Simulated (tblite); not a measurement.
Species: C5H5O2S (doublet state).
Z-matrix (Å and degrees, GFN2-xTB geometry), rows numbered from 1:
```
O 
C   1  1.2753
O   2  1.4044  1  117.22
C   2  1.5462  1  116.64  3  -132.17
C   4  1.4172  2  123.31  1   168.47
C   5  1.3541  4  111.62  2  -177.80
S   6  1.7257  5  112.17  4    -0.98
C   4  1.3592  2  123.12  1   -11.27
H   2  1.1396  1  110.41  3   119.37
H   3  0.9662  2  107.60  1    -3.50
H   5  1.0737  4  123.17  2     0.26
H   6  1.0715  5  128.47  4   178.60
H   8  1.0709  4  127.59  2    -0.21
```

All values are computed: GFN2-xTB (tblite) harmonic vibrations without scaling, gas phase. Errors from tens to a few hundred cm⁻¹ against measured bands are possible. One conformer, not necessarily the lowest. Open shells enter through the occupations alone, without spin polarisation, and single modes of such species can be off by tens of per cent.

Harmonic wavenumbers (cm⁻¹): 43.6, 147.4, 165.5, 310.6, 334.9, 404.6, 415.9, 517.8, 559.8, 616.6, 652.6, 748.1, 765.5, 806.5, 839.4, 862.7, 878.0, 944.9, 1022.4, 1068.5, 1085.4, 1097.2, 1149.2, 1179.7, 1341.2, 1362.8, 1441.9, 1523.3, 2382.9, 3152.0, 3169.9, 3181.2, 3516.3.

A = 4275, B = 1149, C = 928.1 MHz; mass 129.001 u (most abundant isotopes); point group C1, symmetry number 1; spin multiplicity 2.

**Question.** What is the zero-point energy?

**Answer.** ½Σν̃ = 18844 cm⁻¹ = 53.88 kcal/mol.

**Question.** Give the ideal-gas entropy at 298.15 K and 1 bar in the rigid-rotor, harmonic-oscillator model (classical rotation).

**Answer.** Translation 40.50, rotation 28.65, vibration 18.41, spin (R ln 2) 1.38: S = 88.9 cal/(mol K).

**Question.** And Cp and H(298.15 K) − H(0)?

**Answer.** Cp = 30.43 cal/(mol K), of which vibrations give 22.48 (their classical limit is 33 R = 65.6); H(298.15 K) − H(0) = 5.41 kcal/mol without the zero-point energy, 3.04 from vibrations.

**Question.** What must be added to the electronic energy to get the Gibbs energy at 298.15 K and 1 bar?

**Answer.** ZPE + [H(298.15 K) − H(0)] − T·S = 53.88 + 5.41 − 26.52 = 32.77 kcal/mol.

**Question.** Which modes carry the vibrational entropy at 298.15 K?

**Answer.** 43.6 cm⁻¹: 5.09; 147.4 cm⁻¹: 2.71; 165.5 cm⁻¹: 2.49; 310.6 cm⁻¹: 1.36; 334.9 cm⁻¹: 1.24; 404.6 cm⁻¹: 0.95 cal/(mol K); the other 27 give 4.59 together.

Hindered rotation and anharmonicity are outside this model. Other conformers, if any are populated, would add a mixing term that is left out. The structure is chiral; the term R ln 2 for an equal mix with its mirror image is left out.
